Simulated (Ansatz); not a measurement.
A structure relaxed at PBE0-D4/def2-SVP in Ansatz, charge 1, singlet:

```
atom   x (Å)   y (Å)   z (Å)
 Si1   0.828   1.221  -2.054
 Si2  -1.364   1.250   1.666
 Si3   2.035  -0.781   1.284
 Si4  -1.592  -1.705  -0.871
  P5   2.471   0.377  -0.667
 Si6   0.585   0.427   2.688
 Si7  -0.725  -0.441  -2.652
 Si8  -2.721  -0.421   0.736
  H9   1.674   1.710  -3.181
 H10   0.326   2.360  -1.239
 H11  -2.100   1.989   2.737
 H12  -0.934   2.223   0.613
 H13   3.424  -0.927   1.808
 H14   1.537  -2.074   0.743
 H15  -0.445  -2.435  -0.247
 H16  -2.518  -2.699  -1.494
 H17   3.334   1.451  -0.338
 H18   3.316  -0.439  -1.459
 H19   1.430   1.536   3.226
 H20   0.279  -0.559   3.769
 H21  -1.786   0.340  -3.357
 H22   0.013  -1.304  -3.624
 H23  -3.893   0.237   0.083
 H24  -3.174  -1.333   1.829
```

(1) Give its formula.

(2) Summarise the bond lengths by kind (pairs closer than 1.2 times the sum of covalent radii, bridged metal pairs left out).

## Answers

(1) Si7PH16⁺, a doped cluster cut from the lattice of silicon (P on a surface site).

(2) 6 × Si–Si 2.35 Å; 2 × P–Si 2.31 Å; 14 × H–Si 1.49 to 1.50 Å; 2 × H–P 1.42 Å.
